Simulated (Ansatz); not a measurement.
Correlation energies of C4H11Ga, SMILES `CC(C)[CH2][GaH2]` by basis set

```xyz
16

C     0.2314   -1.3266    0.9246
C     0.5063   -0.5602   -0.3608
C     1.5389    0.5336   -0.1315
C    -0.7795    0.0042   -0.9594
Ga   -1.7943    1.3216    0.1108
H     1.1439   -1.7789    1.3217
H    -0.1677   -0.6604    1.6971
H    -0.4955   -2.1272    0.7621
H     0.9331   -1.2702   -1.0828
H     1.1794    1.2594    0.6061
H     1.7572    1.0739   -1.0568
H     2.4788    0.1220    0.2453
H    -1.4836   -0.8052   -1.1935
H    -0.5759    0.4870   -1.9242
H    -3.1234    1.9111   -0.4975
H    -1.3491    1.8161    1.5386
```

The species carries charge 0 and has multiplicity 1. Correlated methods include outer-core shells of Ga, which these sets cover unevenly. Scalar relativity is left out up to krypton. All single points use the PBE0-D4/def2-TZVP geometry. It is one conformer, not always the lowest. Frozen core, restricted reference, Ansatz.

```
     basis      HF (Eh)  MP2 corr.  CCSD corr.       (T)  CCSD(T) total
  def2-SVP            ?   -0.80376    -0.86009  -0.02667              ?
def2-TZVPP  -2081.16263          ?           –         –              –
def2-QZVPP            ?          ?           –         –              –
```

Q: Fill in the withheld values. (Best estimate.)

A: The calculation gave: def2-SVP HF (Eh): -2080.74461; def2-SVP CCSD(T) total: -2081.63137; def2-TZVPP MP2 corr.: -0.94855; def2-QZVPP HF (Eh): -2081.21061; def2-QZVPP MP2 corr.: -1.24006.
